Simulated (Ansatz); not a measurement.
`[NH3+][Al-]([F])([F])[F]` → Al• + 3 F• + 3 H• + N•  (atomization)

Gas-phase electronic energies from Ansatz, PBE0-D4/def2-TZVP geometries. CCSD(T)/CBS is extrapolated from def2-TZVPP and def2-QZVPP, frozen cores. DFT in def2-TZVPP. B3LYP here is the variant with VWN-RPA as its local correlation; programs differ in this. HSE06 is defined as in plane-wave codes. No spin–orbit coupling; open shells (•) take unrestricted orbitals. Spin–orbit coupling would lower the free atoms: a little for Al, F. One conformer a species, not always the lowest.

`[NH3+][Al-]([F])([F])[F]`:

Z-matrix (Å, degrees):
```
N
Al 1 1.996
H 1 1.016 2 110.7
H 1 1.016 2 110.7 3 120.0
H 1 1.016 2 110.7 3 -120.0
F 2 1.657 1 100.5 3 120.3
F 2 1.657 1 100.5 3 -119.7
F 2 1.657 1 100.5 3 0.3
```

```
             level  ΔE (eV)  difference from CCSD(T)/CBS
       LDA (SPW92)    37.45                         4.03
            PBE-D4    33.32                        -0.10
         r2SCAN-D4    33.00                        -0.42
            B97M-V    32.97                        -0.45
           PBE0-D4    32.48                        -0.94
          B3LYP-D4    32.88                        -0.54
        r2SCANh-D4    32.68                        -0.74
        r2SCAN0-D4    32.22                        -1.20
          HSE06-D4    32.50                        -0.92
          BHLYP-D4    31.72                        -1.70
      CAM-B3LYP-D4    33.26                        -0.16
           ωB97X-V    33.03                        -0.39
           ωB97M-V    33.08                        -0.34
          PBE-QIDH    32.53                        -0.89
            revPBE    31.96                        -1.46
              BLYP    32.78                        -0.64
            r2SCAN    32.97                        -0.45
              PBE0    32.38                        -1.04
             B3LYP    32.68                        -0.74
           r2SCANh    32.65                        -0.77
           r2SCAN0    32.18                        -1.24
             HSE06    32.40                        -1.02
             BHLYP    31.57                        -1.85
         CAM-B3LYP    33.16                        -0.26
           LC-ωPBE    32.97                        -0.45
       HF/def2-SVP    24.10                        -9.32
      MP2/def2-SVP    31.99                        -1.43
     CCSD/def2-SVP    30.82                        -2.60
  CCSD(T)/def2-SVP    31.03                        -2.39
     HF/def2-TZVPP    24.26                        -9.16
SCS-MP2/def2-TZVPP    32.98                        -0.44
   CCSD/def2-TZVPP    31.88                        -1.54
CCSD(T)/def2-TZVPP    32.33                        -1.09
    MP2/def2-QZVPP    34.07                         0.65
SCS-MP2/def2-QZVPP    33.70                         0.28
   CCSD/def2-QZVPP    32.50                        -0.92
CCSD(T)/def2-QZVPP    33.00                        -0.42
      HF/CBS(def2)    24.42                        -9.00
     MP2/CBS(def2)    34.47                         1.05
    CCSD/CBS(def2)    32.88                        -0.54
       CCSD(T)/CBS    33.42                            0
```

Largest T1 diagnostic among the species: 0.018.

In def2-TZVPP, CCSD(T) changes the Hartree–Fock value by +8.07 eV (the triples alone add +0.44 eV) and MP2 by +9.15 eV; breaking electron pairs costs correlation energy, which Hartree–Fock lacks. From r2SCAN to r2SCAN0 (25 % exact exchange), in def2-TZVPP and without D4, ΔE moves by −0.79 eV: exact exchange takes away binding that semilocal exchange gives to molecules.

CCSD(T)/CBS has its own doubt, a few kJ/mol and more with outer-core shells, so smaller differences from it don't rank the levels.
